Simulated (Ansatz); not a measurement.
Z-matrix (Å, degrees):
```
Si
C 1 1.889
B 1 2.272 2 43.2
C 1 1.877 2 83.3 3 18.9
O 1 1.646 2 118.3 3 132.0
H 1 1.487 2 113.4 3 -96.0
H 2 1.099 1 104.5 3 -108.6
H 2 1.087 1 126.4 3 122.8
F 3 1.326 1 148.6 2 -104.4
H 4 1.099 1 103.9 2 90.1
H 4 1.087 1 126.1 2 -142.4
H 5 0.958 1 117.8 2 88.9
```

The species carries charge 0 and has multiplicity 1.

(1) List the PBE/def2-TZVPP orbital energies in eV (Ansatz 0.2.0). (Best estimate.)

## Answers

(1) The calculation gave: Occupied: -1780.05, -660.06, -510.48, -268.30, -268.27, -178.18, -137.70, -94.46, -94.42, -94.41, -30.01, -25.21, -18.50, -16.31, -13.67, -12.90, -11.95, -11.22, -10.75, -10.61, -9.77, -9.54, -8.68, -8.40, -7.49, -7.15, -6.50. Lowest empty: -1.55, -0.08, 0.23, 0.51, 1.09, 1.80, 2.01, 2.05.
